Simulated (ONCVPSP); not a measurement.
## What the settings do to the ONCV potential of Pb (Z = 82)

Base potential:

```
Element                 : Pb
Generator               : ONCVPSP 4.0.1
Type                    : optimised norm-conserving Vanderbilt (ONCV)
Functional              : LDA (Perdew-Wang 92)
Relativity              : scalar-relativistic
Frozen core             : [Xe] 4f14 5d10
Valence charge          : 4
Reference configuration : 6s2 6p1 (charge +1)
Partial waves           : 6s: rc 1.75 bohr, ncon 5, nbas 9, qcut 2.9 1/bohr, 2 projectors, debl 1.4 Ha; 6p: rc 2.15 bohr, ncon 5, nbas 10, qcut 3.4 1/bohr, 2 projectors, debl 2.6 Ha
Local potential         : polynomial inside 1.10 bohr (lpopt 5, dvloc0 0 Ha)
Core correction         : none
```

Cutoffs, loose and tight: the cutoffs (Ha) at which the residual kinetic energy of the hardest occupied pseudo-wave falls to 1 and 0.1 mHa per electron. They do not see the model core or the augmentation charge, which bear on the density cutoff. Test errors are all-electron minus pseudo excitation energies from the reference, over the configurations 6s2 6p2; 6s2 6p0; 6s1 6p0; 6s1 6p2. A dash means not determined; rows that change the core or the reference have their own tests. The largest error is taken over the tests solved by every variant that gives reliable tests at all: 6s1 6p0; 6s1 6p2; 6s2 6p0.

A true bound ghost makes a file unfit for plane-wave use even where its test errors are small: the radial tests pick states by their node count and pass the ghost by.

```tsv
change	outcome	cutoff, loose	cutoff, tight	bound ghosts	GHOST(+) flags above zero	largest test error (meV)
base	generated	62 Ha	75 Ha	s, p	s	+232
s: qcut 4.3; p: qcut 5.1	failed: ERROR pspot: first pseudo wave function has node, program will stop	–	–	–	–	–
functional PBE	generated	62 Ha	75 Ha	s, p	s	+183
s: nproj 0; local potential the s channel	generated	62 Ha	75 Ha	none	p	+241
reference 6s1.75 6p2.25	generated	62 Ha	75 Ha	s, p	s	+74
p: rc 2.4	generated	62 Ha	75 Ha	s, p	s	+234
s: nproj 3	generated	62 Ha	75 Ha	s, p	s	+232
p: qcut 3	generated	62 Ha	75 Ha	s, p	s	+231
p: rc 1.96	generated	71 Ha	87 Ha	s, p	s, p	+226
```
